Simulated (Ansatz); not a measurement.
CH₃BO₂Si, relaxed with RKS PBE0-D4/def2-TZVP in Ansatz from a PBE-D4/def2-SVP geometry. The force threshold is 0.005 eV/Å; the program also tests the step.

Total charge 0; spin multiplicity 1. The bonds changed during the relaxation, so this is another structure than the one it started from.

Start:

```xyz
8

O    -1.455    1.173   -2.145
C    -0.475    0.846   -1.603
B     0.731    0.423   -0.894
Si    0.377   -0.400    0.736
O    -1.172   -0.643    1.320
H     1.849    0.599   -1.323
H     1.386   -0.936    1.714
H    -1.241   -1.062    2.195
```

```csv
step,energy (eV),largest force (eV/Å),largest move (Å)
1,-13726.4590,1.894,0.000
2,-13726.5171,0.455,0.036
3,-13726.5259,0.097,0.018
4,-13726.5265,0.054,0.005
5,-13726.5271,0.030,0.015
6,-13726.5272,0.015,0.010
7,-13726.5272,0.001,0.002
```

End:

```xyz
8

O    -1.446    1.135   -2.084
C    -0.468    0.828   -1.571
B     0.744    0.423   -0.886
Si    0.371   -0.389    0.724
O    -1.143   -0.617    1.299
H     1.833    0.601   -1.326
H     1.356   -0.932    1.695
H    -1.247   -1.049    2.148
```

Run time 17 s (2 threads of an Intel Xeon 6975P-C on a shared host); peak host memory 0.4 GiB.
